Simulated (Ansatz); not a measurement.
Born–Oppenheimer molecular dynamics of F2GeH4O (8 atoms, charge 0, multiplicity 1). It starts at the highest image of a converged band. Of that band: Neighbouring images differ by up to 1.7 eV, so the band resolves the path poorly. A vibrational analysis at the climbing image gives one clearly imaginary mode, 1337i cm⁻¹: a first-order saddle point.

The calculation used Ansatz 0.2.0, RKS BLYP/def2-SVP.

```yaml
ensemble: NVE (velocity Verlet)
time_step: 0.5 fs
steps_asked: 200
starting_velocities_drawn_for: 100 K
seed: 4120
```

First frame:

```xyz
8
Properties=species:S:1:pos:R:3
Ge -0.280 -0.049 -0.206
H 0.025 -1.099 1.312
F 1.150 0.860 0.265
F -1.061 1.264 -1.102
H -0.103 -1.172 -1.250
O -1.882 -0.203 0.967
H -2.297 0.634 1.276
H -0.958 -0.741 1.539
```

Q: How far do the bonds stretch over the last three quarters of this one trajectory? (Pairs bonded in most of those frames.)

A: 
| bond | mean (Å) | spread (Å) | shortest | longest |
| --- | --- | --- | --- | --- |
| Ge1–F3 | 1.755 | 0.023 | 1.72 | 1.80 |
| Ge1–F4 | 1.764 | 0.016 | 1.74 | 1.79 |
| Ge1–H5 | 1.542 | 0.009 | 1.53 | 1.56 |
| Ge1–O6 | 1.781 | 0.098 | 1.65 | 1.94 |
| H2–H8 | 0.768 | 0.016 | 0.74 | 0.79 |
| O6–H7 | 0.981 | 0.017 | 0.95 | 1.01 |

Mean temperature of the second half: 1819 K. The conserved energy stayed within 0.075 meV per atom of its start (net change -0.067 meV per atom), so the integration is sound. The kinetic energy rose, since the run started high on the potential surface and went downhill. It ends in pieces (F2GeH2O + H2), so much of that is their flight and rotation, not heat. A run of 0.1 ps of so small a system gives no equilibrium averages. The orbitals stay closed-shell, which can raise the energy where a bond breaks towards radicals; this wasn't checked here.

Time of the run: 4.2 min on 2 threads of Arm Neoverse V1, on a shared host, peak memory 0.12 GiB.
